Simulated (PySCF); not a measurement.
# Ge(OH)2: fields on a plane

Computed with PBE0 in PySCF with Ge def2-SVP, O def2-SVP, H def2-SVP; no relativity; density-fitted integrals.

The singlet minimum has Ge–O 1.790 Å (×2), O–H 0.965 Å (×2); Ge–O–H 119.0° (×2), O–Ge–O 101.5°.

The plane holds Ge1 at (0.00, 0.00), O2 at (1.79, 0.00), O3 at (-0.36, 1.75), H4 at (2.26, 0.84), H5 at (0.38, 2.38) Å. Columns run from x = -2.25 to 4.65 Å, rows from y = 4.65 (top) to -1.95 Å, in steps of 0.3 Å. Other isomers or separated fragments may lie lower.

Give the highest occupied orbital (Å^-3/2) at -7.80 eV (cut at ±0.3; overall sign arbitrary). Lower edges of the bins (Å^-3/2): '0' -0.300, '1' -0.240, '2' -0.180, '3' -0.120, '4' -0.060, '5' 0.000, '6' 0.060, '7' 0.120, '8' 0.180, '9' 0.240; top 0.30.


```
555555555555555555555555
555555555555555555555555
555555555555555555555555
555555555555555555555555
555555555555555555555555
555555566655555555555555
555556667665555555555555
555566788765555555555555
555567998765555555555555
555557985555555555555555
555543001344555555555555
555541000234455665555555
555553111233446776555555
556666543332236876655555
566788766431016876655555
567899728641009986555555
567899700652009976555555
567899977864125766555555
567899999975445555555555
566789999976555555555555
556678998876555555555555
556667777765555555555555
555566666665555555555555
```

Give the electrostatic potential (V) (cut at 20 V). Lower edges of the bins (V): '0' -2.12, '1' -1.99, '2' -1.78, '3' -1.45, '4' -0.93, '5' -0.11, '6' 1.20, '7' 3.27, '8' 6.55, '9' 11.75; top 20.0.


```
444555555555555555555555
444455555555555555555555
444445555555555555555555
444445555666655555555555
444444556666665555555555
443344566776666655555555
433234578887666665555555
332135789997666666555555
320058999997666666655555
321279999987666666665555
332479999876667776665555
443479999776678887665555
444568999877779997665555
455678999987789997655555
555689999998999987655555
556789999999999986555555
555689999999999974444455
455679999998999853344444
445568999987776411344444
444556788876543002344444
444455666665432123344444
444445555555443333444444
444444455555444344444444
```
